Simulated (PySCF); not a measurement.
C₅H₈AlNO, singlet, GFN2-xTB optimised geometry.

```
16

Al    -0.19    -0.04     0.00
H      1.37    -0.04     0.00
H     -0.91    -1.22     0.73
O     -0.95     1.42     0.00
H     -1.37     2.27     0.09
C     -0.43    -2.14    -4.25
C      0.19    -2.67    -3.12
C      0.17    -1.94    -1.96
N     -0.42    -0.76    -1.87
C     -1.01    -0.24    -2.94
C     -1.05    -0.91    -4.15
H     -0.44    -2.69    -5.18
H      0.68    -3.64    -3.16
H      0.63    -2.27    -1.03
H     -1.47     0.73    -2.79
H     -1.54    -0.46    -5.00
```

Density from PBE0/def2-TZVP (PySCF) at that geometry.

Minimum of the electron density along straight lines between bonded atoms, close to the bond critical point (lines longer than 1.1 times the sum of covalent radii, or with two minima, are not listed):

```csv
bond,length / Å,ρ at the minimum / e bohr⁻³,∇²ρ there / e bohr⁻⁵,position (fraction from the first atom)
Al1–H2,1.559,0.084,0.24,0.51
Al1–H3,1.559,0.084,0.24,0.51
Al1–O4,1.650,[?],0.96,0.44
O4–H5,0.946,0.366,[?],0.82
C6–C7,1.389,0.320,-0.95,0.50
C7–C8,1.382,0.326,-0.98,0.49
Al1–N9,2.017,[?],0.28,0.41
C8–N9,1.322,0.354,-1.05,0.35
N9–C10,1.322,0.352,-1.03,0.65
C6–C11,1.386,0.321,-0.96,0.50
C10–C11,1.386,0.324,-0.97,0.51
C6–H12,1.080,0.290,-1.06,0.65
C7–H13,1.078,0.290,-1.05,0.65
C8–H14,1.082,0.294,-1.09,0.66
C10–H15,1.080,0.294,-1.09,0.66
C11–H16,1.079,0.289,-1.05,0.65
```

Problem. Fill in the missing entries.

Solution. 
- Al1–O4, ρ at the minimum / e bohr⁻³: 0.111
- O4–H5, ∇²ρ there / e bohr⁻⁵: -2.57
- Al1–N9, ρ at the minimum / e bohr⁻³: 0.056
